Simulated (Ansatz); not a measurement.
trans-NiH2(AsH3)2 (NiAs₂H₈). Total charge 0; triplet. Geometry PBE0-D4/def2-SVP; atoms count from 1.

| atom | x (Å) | y (Å) | z (Å) |
| --- | --- | --- | --- |
| Ni1 | 0.082 | 0.089 | 0.005 |
| H2 | 1.070 | -0.516 | -1.078 |
| As3 | -1.539 | 1.275 | -1.518 |
| H4 | -1.116 | 2.726 | -1.432 |
| H5 | -2.949 | 1.508 | -1.011 |
| H6 | -1.888 | 1.321 | -3.007 |
| H7 | -0.724 | 0.901 | 1.105 |
| As8 | 1.318 | -1.522 | 1.497 |
| H9 | 1.279 | -1.993 | 2.952 |
| H10 | 2.714 | -0.940 | 1.580 |
| H11 | 1.753 | -2.849 | 0.907 |

The name describes the singlet; other states may take another shape. At PBE0-D4/def2-TZVP a singlet of charge 0 lies 1.15 eV below the triplet, each at its own geometry.

Question: Estimate the Mulliken populations from the PBE0/def2-TZVP orbitals of Ansatz.

Answer: 
```json
{"atom": "Ni1", "charge (e)": "-0.01", "spin (α − β)": "1.60", "d electrons": "8.49"}
{"atom": "H2", "charge (e)": "-0.23", "spin (α − β)": "0.09", "d electrons": "–"}
{"atom": "As3", "charge (e)": "0.00", "spin (α − β)": "0.06", "d electrons": "–"}
{"atom": "H4", "charge (e)": "0.09", "spin (α − β)": "-0.01", "d electrons": "–"}
{"atom": "H5", "charge (e)": "0.08", "spin (α − β)": "0.02", "d electrons": "–"}
{"atom": "H6", "charge (e)": "0.06", "spin (α − β)": "0.05", "d electrons": "–"}
{"atom": "H7", "charge (e)": "-0.23", "spin (α − β)": "0.09", "d electrons": "–"}
{"atom": "As8", "charge (e)": "0.00", "spin (α − β)": "0.06", "d electrons": "–"}
{"atom": "H9", "charge (e)": "0.06", "spin (α − β)": "0.05", "d electrons": "–"}
{"atom": "H10", "charge (e)": "0.09", "spin (α − β)": "-0.01", "d electrons": "–"}
{"atom": "H11", "charge (e)": "0.08", "spin (α − β)": "0.02", "d electrons": "–"}
```
Mulliken values depend strongly on the basis.

Question: Where does the spin sit?

Answer: Summed by element: Ni 1.60, H 0.29, As 0.12, of 2 unpaired in all. Largest on single atoms: Ni1 1.60, H7 0.09, H2 0.09.

Question: And the Mayer bond orders between heavy atoms (over 0.3)?

Answer: Ni1–As3 0.49 (2.52 Å); Ni1–As8 0.49 (2.52 Å).
